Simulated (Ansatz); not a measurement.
`BC[O][AlH][Cl]`. Charge 0, multiplicity 1. The geometry is a stationary point of PBE0-D4/def2-TZVP. It is one conformer, not always the lowest.

```xyz
10

B    -0.999   -0.817    0.933
C    -0.508   -0.730   -0.533
O     0.770   -0.197   -0.777
Al    1.528    1.241   -0.373
Cl    0.385    2.761    0.514
H    -0.312   -0.473    1.851
H    -2.089   -1.266    1.140
H    -1.276   -0.205   -1.128
H    -0.544   -1.759   -0.933
H     3.045    1.445   -0.693
```

Question: What is the dipole moment at B3LYP/def2-TZVPP? (Estimate.)

Answer: The calculation gave: 1.14 D, with components (-0.24, -0.96, -0.57) D in this frame, pointing from negative to positive charge.

Question: And with PBE, r2SCAN, ωB97M-V? (Estimate.)

Answer: Computed: PBE 1.18 D, r2SCAN 1.19 D, ωB97M-V 1.13 D.

Question: Give the Mulliken charges with B3LYP, ωB97M-V, PBE in def2-TZVPP. (An estimate is asked.)

Answer: The calculation gave: 
```tsv
atom	B3LYP	ωB97M-V	PBE
B1	-0.11	-0.19	-0.09
C2	0.06	-0.01	0.02
O3	-0.37	-0.36	-0.29
Al4	0.57	0.51	0.48
Cl5	-0.27	-0.24	-0.25
H6	0.03	0.07	0.02
H7	0.04	0.08	0.03
H8	0.08	0.11	0.09
H9	0.08	0.10	0.09
H10	-0.11	-0.08	-0.09
```

B3LYP here is the variant with VWN-RPA as its local correlation; programs differ in this.
